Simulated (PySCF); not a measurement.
## Bond curve of LiBr

Set-up: PySCF, no relativity, basis sets Li pcseg-1, Br pcseg-1. Energies in eV from Li + Br in their ground configurations at the same level. State: ¹Σ⁺ (singlet), closed shell.

Curves on a restricted Hartree–Fock reference rise too fast on stretching and do not dissociate correctly.

```json
{"R (Å)": "1.967", "RHF-CCSD(T)": "-3.754", "RHF-CCSD": "-3.736"}
{"R (Å)": "2.055", "RHF-CCSD(T)": "-3.944", "RHF-CCSD": "-3.926"}
{"R (Å)": "2.120", "RHF-CCSD(T)": "-4.020", "RHF-CCSD": "-4.002"}
{"R (Å)": "2.186", "RHF-CCSD(T)": "-4.051", "RHF-CCSD": "-4.033"}
{"R (Å)": "2.252", "RHF-CCSD(T)": "-4.046", "RHF-CCSD": "-4.028"}
{"R (Å)": "2.339", "RHF-CCSD(T)": "-3.997", "RHF-CCSD": "-3.979"}
{"R (Å)": "2.448", "RHF-CCSD(T)": "-3.886", "RHF-CCSD": "-3.867"}
{"R (Å)": "2.579", "RHF-CCSD(T)": "-3.704", "RHF-CCSD": "-3.685"}
```

Problem. Put a parabola through the three lowest points of the RHF-CCSD(T) curve and estimate Re, k and ωe (reduced mass 6.443 u; 1 eV/Å² = 0.16022 mdyn/Å; ωe = 1302.8·√(k/μ) cm⁻¹).

Solution. Through R = 2.12, 2.186, 2.252 Å the second-order coefficient is 4.13 eV/Å², so Re ≈ 2.210 Å, k ≈ 1.32 mdyn/Å and ωe ≈ 591 cm⁻¹. A polynomial fit of higher order to the unrounded RHF-CCSD(T) energies gives Re = 2.209 Å, k = 1.22 mdyn/Å, ωe = 568 cm⁻¹; anharmonicity and rounding make the difference.

The higher-order fit for each curve: RHF-CCSD(T): Re = 2.209 Å, ωe = 568 cm⁻¹, De = 4.05 eV; RHF-CCSD: Re = 2.208 Å, ωe = 568 cm⁻¹, De = 4.03 eV.

Correlated steps freeze 9 core orbitals. Correlated levels converge slowly with the basis: in double zeta they bind strong bonds too weakly, by up to about 1 eV, and carry superposition errors of some tenths. Where the molecule has an RHF reference, its open-shell atoms are computed with UHF.
